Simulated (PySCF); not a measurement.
MoOF3, SMILES [O]=[Mo+]([F])([F])[F], charge +1, multiplicity 1. Geometry: r2SCAN-D4/def2-SVP. The multiplicity is an assumed one; other spin states were not compared. The isomer is the one that the SMILES or the coordinates give; other isomers of the formula were not compared. The def2 effective core potentials stand for the cores of Mo; spin–orbit coupling is left out.

These are r2SCAN-D4/def2-SVP (PySCF 2.14.0) values and carry that method's errors.

Harmonic wavenumbers (cm⁻¹): 185, 185, 225, 302, 302, 785, 834, 834, 1129. Rotational constants (GHz): 3.608, 3.608, 3.037; symmetry number 3.

### Question
Work out the zero-point energy and the ideal-gas rigid-rotor harmonic-oscillator thermochemistry at 298.15 K and 1 atm.

### Answer
ZPE = ½ Σ hcν = ½ × 4779 cm⁻¹ = 6.83 kcal/mol. H − E(el) = 10.94 kcal/mol. Entropy in cal/(mol K): translation 41.28, rotation 24.32, vibration 9.93, total 75.53. G − E(el) = -11.58 kcal/mol. Cp = 18.94 cal/(mol K).
